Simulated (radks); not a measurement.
The numbers below are computed, except where a source is named.
Problem. Ca3+, 17 electrons, occupied as [Ne] 3s2 3p5. Code: a radial shooting solver on a logarithmic mesh with Libxc functionals. Model: Dirac Kohn-Sham, PBE, spin-unpolarised, spherical densities, point nucleus; open shells fill j = l - 1/2 first. Some entries of the table are withheld. Estimate them.

orbital  occ.  eigenvalue (eV)  <r> (bohr)  <r^2> (bohr^2)
1s1/2       2        -3985.490         (1)        0.007942
2s1/2       2        -449.9330         (2)          0.1568
2p1/2       2        -372.8876      0.3257             (3)
2p3/2       4        -369.1923      0.3282             (4)
3s1/2       2         -79.3233       1.124           1.449
3p1/2       2              (5)       1.202           1.685
3p3/2       3              (6)       1.208           1.702

Solution. 
(1) 1s1/2 <r> (bohr): 0.07684
(2) 2s1/2 <r> (bohr): 0.3639
(3) 2p1/2 <r^2> (bohr^2): 0.1313
(4) 2p3/2 <r^2> (bohr^2): 0.1332
(5) 3p1/2 eigenvalue (eV): -59.9336
(6) 3p3/2 eigenvalue (eV): -59.5080
